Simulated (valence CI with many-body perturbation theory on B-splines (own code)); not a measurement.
## Ho³⁶⁺: calculated level list

Computed by valence CI with perturbative core correlation (CI+MBPT): three valence electrons over a frozen Dirac-Fock core [Ar] 3d10, a basis of 9 s, 9 p, 8 d, 6 f, 3 g, 1 h functions for each j, with the one-electron correlation potential Σ1, the two-electron term Σ2, the three-electron term Σ3, Breit, model QED; selected CI, second order for the rest, scaled by the run's own slope (own B-spline code, finite nucleus).

The last digits are not significant, and no measured levels were compared; by estimate large intervals hold to a few tenths of a per cent, small ones and those within an open d or f shell to about a per cent.

Levels 1 to 36 of 36, with energies above the lowest level, (4s^2 4p1/2) J=1/2. "Leading %" is the weight of the configuration and term that name the level; weights of strongly mixed levels are sums over their largest components and can fall short, so below about 35 % the name and the second component can differ from the true leading terms, or belong to a minority configuration. In the jj column 3d3/2^4 stands for four electrons in 3d with j = 3/2.

| No. | Configuration | Term | J | E (cm⁻¹) | Leading % | Second component | g | Leading jj |
| --- | --- | --- | --- | --- | --- | --- | --- | --- |
| 1 | 4s2 4p | 2P° | 1/2 | 0 | 99 |  | 0.661 | 4s^2 4p1/2 (99 %) |
| 2 | 4s2 4p | 2P° | 3/2 | 464110 | 99 |  | 1.330 | 4s^2 4p3/2 (99 %) |
| 3 | 4s 4p2 | 4P | 1/2 | 640050 | 63 | 26 % 4s 4p2 2S | 2.268 | 4s 4p1/2^2 (96 %) |
| 4 | 4s 4p2 | 4P | 3/2 | 1018600 | 92 | 6 % 4s 4p2 2D | 1.670 | 4s 4p1/2 4p3/2 (99 %) |
| 5 | 4s 4p2 | 2D | 5/2 | 1075000 | 54 | 45 % 4s 4p2 4P | 1.376 | 4s 4p1/2 4p3/2 (97 %) |
| 6 | 4s 4p2 | 2D | 3/2 | 1157300 | 67 | 26 % 4s 4p2 2P | 0.956 | 4s 4p1/2 4p3/2 (94 %) |
| 7 | 4s 4p2 | 2P | 1/2 | 1180300 | 71 | 24 % 4s 4p2 4P | 1.202 | 4s 4p1/2 4p3/2 (94 %) |
| 8 | 4s 4p2 | 4P | 5/2 | 1499800 | 51 | 36 % 4s 4p2 2D | 1.403 | 4s 4p3/2^2 (86 %) |
| 9 | 4s2 4d | 2D | 3/2 | 1549900 | 83 | 15 % 4s 4p2 2P | 0.884 | 4s^2 4d3/2 (83 %) |
| 10 | 4s 4p2 | 2S | 1/2 | 1644800 | 69 | 17 % 4s 4p2 2P | 1.855 | 4s 4p3/2^2 (97 %) |
| 11 | 4s2 4d | 2D | 5/2 | 1678500 | 85 | 10 % 4s 4p2 2D | 1.212 | 4s^2 4d5/2 (85 %) |
| 12 | 4s 4p2 | 2P | 3/2 | 1679500 | 56 | 26 % 4s 4p2 2D | 1.142 | 4s 4p3/2^2 (86 %) |
| 13 | 4p3 | 2P° | 3/2 | 1806800 | 44 | 27 % 4p3 2D° | 1.331 | 4p1/2^2 4p3/2 (94 %) |
| 14 | 4s 4p 4d | 4F° | 3/2 | 2062500 | 80 | 14 % 4s 4p 4d 2D° | 0.503 | 4s 4p1/2 4d3/2 (97 %) |
| 15 | 4s 4p 4d | 4F° | 5/2 | 2102000 | 49 | 19 % 4s 4p 4d 2D° | 1.060 | 4s 4p1/2 4d3/2 (88 %) |
| 16 | 4p3 | 4S° | 3/2 | 2188600 | 30 | 14 % 4p3 2D° | 1.359 | 4s 4p1/2 4d3/2 (53 %) |
| 17 | 4s 4p 4d | 4D° | 1/2 | 2197900 | 66 | 27 % 4s 4p 4d 2P° | 0.374 | 4s 4p1/2 4d3/2 (96 %) |
| 18 | 4p3 | 2D° | 5/2 | 2199200 | 29 | 21 % 4s 4p 4d 4F° | 1.214 | 4s 4p1/2 4d5/2 (67 %) |
| 19 | 4s 4p 4d | 4D° | 3/2 | 2212000 | 32 | 18 % 4s 4p 4d 4P° | 1.351 | 4s 4p1/2 4d5/2 (39 %) |
| 20 | 4s 4p 4d | 4P° | 5/2 | 2243000 | 36 | 29 % 4p3 2D° | 1.359 | 4s 4p1/2 4d5/2 (68 %) |
| 21 | 4s 4p 4d | 4F° | 7/2 | 2243500 | 56 | 22 % 4s 4p 4d 2F° | 1.254 | 4s 4p1/2 4d5/2 (92 %) |
| 22 | 4p3 | 2P° | 1/2 | 2312100 | 94 | 6 % 4s 4p 4d 2P° | 0.661 | 4p1/2 4p3/2^2 (94 %) |
| 23 | 4s 4p 4d | 2F° | 5/2 | 2339300 | 61 | 28 % 4p3 2D° | 0.988 | 4s 4p1/2 4d5/2 (56 %) |
| 24 | 4s 4p 4d | 2P° | 3/2 | 2369700 | 35 | 30 % 4s 4p 4d 2D° | 1.088 | 4s 4p1/2 4d5/2 (53 %) |
| 25 | 4s 4p 4d | 4D° | 5/2 | 2585000 | 53 | 18 % 4s 4p 4d 4F° | 1.263 | 4s 4p3/2 4d3/2 (93 %) |
| 26 | 4s 4p 4d | 4D° | 3/2 | 2585300 | 40 | 38 % 4s 4p 4d 4P° | 1.349 | 4s 4p3/2 4d3/2 (96 %) |
| 27 | 4s 4p 4d | 4P° | 1/2 | 2586600 | 88 | 12 % 4s 4p 4d 4D° | 2.340 | 4s 4p3/2 4d3/2 (98 %) |
| 28 | 4s 4p 4d | 4D° | 7/2 | 2598900 | 42 | 38 % 4s 4p 4d 4F° | 1.295 | 4s 4p3/2 4d3/2 (72 %) |
| 29 | 4s 4p 4d | 4F° | 9/2 | 2609600 | 100 |  | 1.330 | 4s 4p3/2 4d5/2 (100 %) |
| 30 | 4s 4p 4d | 4P° | 3/2 | 2659200 | 22 | 21 % 4s 4p 4d 2D° | 1.279 | 4s 4p3/2 4d5/2 (66 %) |
| 31 | 4s 4p 4d | 2D° | 3/2 | 2677300 | 58 | 13 % 4p3 2P° | 1.001 | 4s 4p3/2 4d3/2 (72 %) |
| 32 | 4s 4p 4d | 2F° | 5/2 | 2683600 | 52 | 33 % 4s2 4f 2F° | 0.901 | 4s 4p3/2 4d3/2 (62 %) |
| 33 | 4s 4p 4d | 2D° | 5/2 | 2691200 | 46 | 38 % 4s 4p 4d 4P° | 1.345 | 4s 4p3/2 4d5/2 (98 %) |
| 34 | 4s 4p 4d | 2F° | 7/2 | 2730500 | 35 | 34 % 4s2 4f 2F° | 1.223 | 4s 4p3/2 4d5/2 (62 %) |
| 35 | 4s 4p 4d | 2P° | 1/2 | 2746100 | 76 | 19 % 4s 4p 4d 4D° | 0.594 | 4s 4p3/2 4d3/2 (87 %) |
| 36 | 4s 4p 4d | 2F° | 7/2 | 2747200 | 92 |  | 1.152 | 4s 4p3/2 4d5/2 (81 %) |

Where two levels of one J and parity lie close, their mixing, g and order are uncertain.

The ionisation energy to 4s2 1S_0 of the next ion comes out as 1599.1 eV (NIST: 1598 ± 5 eV (theoretical)). All 36 levels together are meant to be complete up to 2784400 cm⁻¹.
